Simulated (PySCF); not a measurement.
```xyz
3
charge 0 multiplicity 1, angstrom
Cd    0.0000    0.0000    0.0000
H     0.0000    0.0000    1.6813
H     0.0000    0.0000   -1.6813
```

Level of theory: B3LYP in PySCF with Cd def2-TZVP with ECP28, H def2-TZVP; scalar-relativistic core potentials, no spin–orbit coupling; density-fitted integrals.

This geometry of CdH2 is a stationary point at this level.

**Question.** What is the point group?

**Answer.** D∞h.

**Question.** Is it a minimum?

**Answer.** Yes: all harmonic wavenumbers are real.

**Question.** Which band is strongest in the infrared?

**Answer.** 1789 cm⁻¹ (σu+), 413 km/mol.

**Question.** Give the atomic charges and bond orders.

**Answer.** 
| atom | Mulliken | Löwdin | polar tensor | Mayer order to Cd1 |
| --- | --- | --- | --- | --- |
| Cd1 | 0.31 | 0.35 | 0.65 | – |
| H2,3 | -0.16 | -0.17 | -0.32 | 0.91 |

**Question.** What is the atomisation energy, with and without zero-point energy?

**Answer.** 376 kJ/mol without, 347 kJ/mol with.
